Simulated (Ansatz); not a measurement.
Relaxation of Be2Cl5⁻ with RKS PBE-D4/def2-SVPD.

```sh
$ ansatz run in.yaml --threads 4 --pin off --events-out ev --progress --plain --max-ram 4787MiB
```

```yaml
crystal:
  periodic: [false, false, false]
  atoms:
    - {symbol: Be, position_ang: [-0.833650, 1.686170, -0.359670]}
    - {symbol: Be, position_ang: [0.870350, -1.675210, 0.313110]}
    - {symbol: Cl, position_ang: [-2.078860, 1.969040, 1.078220]}
    - {symbol: Cl, position_ang: [0.274080, 0.069600, -0.359180]}
    - {symbol: Cl, position_ang: [-0.580300, 2.901320, -1.834750]}
    - {symbol: Cl, position_ang: [2.170040, -1.709230, 1.731860]}
    - {symbol: Cl, position_ang: [0.178330, -3.241680, -0.569600]}
basis:
  gaussian: {orbitals: def2-SVPD}
total_charge: -1
hamiltonian: {xc: pbe, dispersion: d4}
scf: {lower_state_search: "off"}
output: {orbitals: {seedname: orbitals}}
relax: {f_tol: 0.02, max_steps: 100}
```

Hardware: 4 threads of Arm Neoverse V2 on a shared host. Wall time 20 s.

Positions (Å) and forces (eV/Å) at steps 1, 2, 3, 4, 5, 6, 7, 8, 9, 10, 11, 12, 13, 14 of 14:

```xyz
7
step=1 energy=-63381.9855 eV
Be   -0.834    1.686   -0.360   -0.707    0.843    0.182
Be    0.870   -1.675    0.313    0.206   -0.966    0.508
Cl   -2.079    1.969    1.078    0.055   -0.081   -0.015
Cl    0.274    0.070   -0.359    0.410    0.135   -0.614
Cl   -0.580    2.901   -1.835    0.080   -0.115    0.008
Cl    2.170   -1.709    1.732   -0.024    0.087   -0.042
Cl    0.178   -3.242   -0.570   -0.019    0.097   -0.027
7
step=2 energy=-63382.0820 eV
Be   -0.848    1.702   -0.351   -0.454    0.476    0.174
Be    0.859   -1.692    0.335    0.116   -0.561    0.327
Cl   -2.083    1.938    1.103    0.075   -0.070   -0.050
Cl    0.315    0.080   -0.423    0.317    0.087   -0.469
Cl   -0.568    2.895   -1.836    0.020   -0.039    0.022
Cl    2.168   -1.685    1.744   -0.055    0.045   -0.025
Cl    0.157   -3.238   -0.571   -0.019    0.061    0.021
7
step=3 energy=-63382.1745 eV
Be   -0.864    1.717   -0.341    0.038   -0.055    0.015
Be    0.847   -1.710    0.362    0.000    0.069   -0.028
Cl   -2.068    1.865    1.139    0.075   -0.092   -0.030
Cl    0.422    0.103   -0.584    0.050   -0.026   -0.034
Cl   -0.583    2.915   -1.818   -0.054    0.073    0.013
Cl    2.135   -1.654    1.783   -0.069    0.027    0.015
Cl    0.112   -3.236   -0.541   -0.041    0.003    0.049
7
step=4 energy=-63382.2293 eV
Be   -0.814    1.683   -0.366    0.067   -0.073   -0.022
Be    0.820   -1.667    0.354   -0.029    0.089   -0.038
Cl   -1.979    1.686    1.152    0.061   -0.069   -0.024
Cl    0.503    0.108   -0.712    0.022   -0.015   -0.010
Cl   -0.622    2.982   -1.776   -0.039    0.011    0.054
Cl    2.054   -1.577    1.820   -0.056    0.033    0.001
Cl    0.038   -3.216   -0.472   -0.026    0.024    0.040
7
step=5 energy=-63382.2744 eV
Be   -0.761    1.624   -0.387    0.046    0.009   -0.022
Be    0.766   -1.605    0.356    0.047    0.037   -0.087
Cl   -1.884    1.515    1.164    0.081   -0.076   -0.063
Cl    0.584    0.111   -0.830   -0.023   -0.012    0.029
Cl   -0.650    3.017   -1.722   -0.035   -0.042    0.077
Cl    1.974   -1.487    1.841   -0.067    0.043    0.019
Cl   -0.028   -3.175   -0.420   -0.049    0.039    0.048
7
step=6 energy=-63382.2940 eV
Be   -0.690    1.593   -0.387   -0.147   -0.013    0.008
Be    0.808   -1.569    0.290   -0.249    0.015    0.204
Cl   -1.800    1.337    1.163    0.150   -0.015   -0.115
Cl    0.648    0.118   -0.935    0.118   -0.076   -0.027
Cl   -0.692    3.037   -1.674    0.016   -0.056    0.111
Cl    1.867   -1.387    1.891   -0.023    0.007   -0.182
Cl   -0.141   -3.129   -0.349    0.135    0.138    0.001
7
step=7 energy=-63382.3375 eV
Be   -0.660    1.540   -0.412    0.002   -0.023   -0.054
Be    0.737   -1.509    0.317   -0.123    0.054    0.063
Cl   -1.706    1.161    1.147    0.041   -0.009   -0.035
Cl    0.711    0.113   -1.003    0.049   -0.010   -0.023
Cl   -0.696    3.049   -1.618   -0.009   -0.056    0.093
Cl    1.825   -1.294    1.885   -0.008   -0.009   -0.063
Cl   -0.211   -3.061   -0.317    0.049    0.053    0.020
7
step=8 energy=-63382.3577 eV
Be   -0.638    1.502   -0.436    0.033   -0.040   -0.035
Be    0.704   -1.460    0.335   -0.077    0.053    0.030
Cl   -1.666    1.041    1.110    0.003   -0.029    0.012
Cl    0.774    0.125   -1.028    0.041    0.015   -0.039
Cl   -0.716    3.049   -1.579   -0.008   -0.014    0.036
Cl    1.830   -1.269    1.878    0.000   -0.002   -0.018
Cl   -0.287   -2.988   -0.280    0.007    0.016    0.014
7
step=9 energy=-63382.3842 eV
Be   -0.593    1.445   -0.459    0.010   -0.023   -0.035
Be    0.652   -1.382    0.351   -0.059    0.042    0.013
Cl   -1.601    0.865    1.070    0.066   -0.036   -0.040
Cl    0.870    0.143   -1.081   -0.017    0.004    0.018
Cl   -0.748    3.040   -1.526   -0.006   -0.025    0.042
Cl    1.814   -1.222    1.873    0.007    0.010    0.005
Cl   -0.394   -2.889   -0.228   -0.001    0.028   -0.004
7
step=10 energy=-63382.4120 eV
Be   -0.559    1.391   -0.496    0.054    0.038   -0.025
Be    0.596   -1.309    0.374   -0.101    0.098    0.045
Cl   -1.504    0.699    1.036    0.083   -0.039   -0.064
Cl    0.944    0.152   -1.123   -0.041    0.012    0.002
Cl   -0.783    3.036   -1.475   -0.015   -0.089    0.058
Cl    1.790   -1.176    1.879    0.024    0.003    0.015
Cl   -0.484   -2.794   -0.196   -0.004   -0.024   -0.031
7
step=11 energy=-63382.4501 eV
Be   -0.487    1.366   -0.499    0.002    0.034   -0.194
Be    0.517   -1.227    0.404   -0.186    0.134    0.090
Cl   -1.397    0.544    1.001    0.132   -0.004   -0.015
Cl    1.001    0.150   -1.167   -0.035    0.082    0.005
Cl   -0.834    3.015   -1.439    0.027   -0.130    0.133
Cl    1.754   -1.128    1.883    0.058   -0.003    0.044
Cl   -0.554   -2.720   -0.183    0.002   -0.113   -0.063
7
step=12 energy=-63382.5080 eV
Be   -0.446    1.326   -0.554    0.122    0.060   -0.140
Be    0.391   -1.137    0.457   -0.082   -0.007    0.137
Cl   -1.243    0.425    0.986   -0.083    0.055    0.076
Cl    1.040    0.167   -1.206    0.026   -0.036   -0.055
Cl   -0.867    2.994   -1.382   -0.067    0.004    0.055
Cl    1.717   -1.079    1.897   -0.008   -0.054   -0.052
Cl   -0.593   -2.696   -0.197    0.092   -0.023   -0.021
7
step=13 energy=-63382.5082 eV
Be   -0.445    1.325   -0.553    0.120    0.064   -0.141
Be    0.390   -1.136    0.457   -0.079   -0.014    0.139
Cl   -1.244    0.425    0.986   -0.079    0.054    0.071
Cl    1.042    0.167   -1.207    0.022   -0.035   -0.051
Cl   -0.867    2.993   -1.380   -0.067    0.005    0.054
Cl    1.716   -1.079    1.896   -0.008   -0.053   -0.051
Cl   -0.592   -2.696   -0.199    0.091   -0.022   -0.021
7
step=14 energy=-63382.5242 eV
Be   -0.405    1.336   -0.593    0.000    0.017   -0.007
Be    0.342   -1.128    0.501   -0.004   -0.019    0.005
Cl   -1.227    0.450    0.971   -0.008   -0.004    0.012
Cl    1.046    0.156   -1.233    0.015   -0.011   -0.007
Cl   -0.909    3.016   -1.344   -0.006    0.008   -0.001
Cl    1.701   -1.113    1.902    0.015    0.014    0.012
Cl   -0.549   -2.717   -0.203   -0.012   -0.005   -0.014
```

The structure comes from a short search, and lower isomers may exist.
